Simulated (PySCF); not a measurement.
# How methods differ on the ionisation energy of I²⁺

I²⁺ [Kr] 4d10 5s2 5p3 (4S) → I³⁺ [Kr] 4d10 5s2 5p2 (3P), as a difference of total energies. All numbers are calculated (PySCF 2.14, the spin-free X2C one-electron Hamiltonian (Gaussian nucleus), in ANO-RCC-VTZP (7s6p4d2f1g, 68 functions)). Correlated levels: valence: [Kr] 4d10 frozen. The calculations carry no spin-orbit coupling.

Q: Order these methods by the ionisation energy they give, lowest first.
A. UHF
B. CCSD(T) (valence)
C. CCSD (valence)
D. SCS-MP2 (valence)

A: A (29.907 eV), D (30.228 eV), C (30.341 eV), B (30.366 eV).

A first-order spin-orbit estimate (lowest level to lowest level, LS coupling) adds -0.840 eV.

Errors of the correlated levels include the incompleteness of this basis and the frozen core.

For comparison: 29.57 ± 0.025 eV (measured; NIST Atomic Spectra Database, ionization energies).
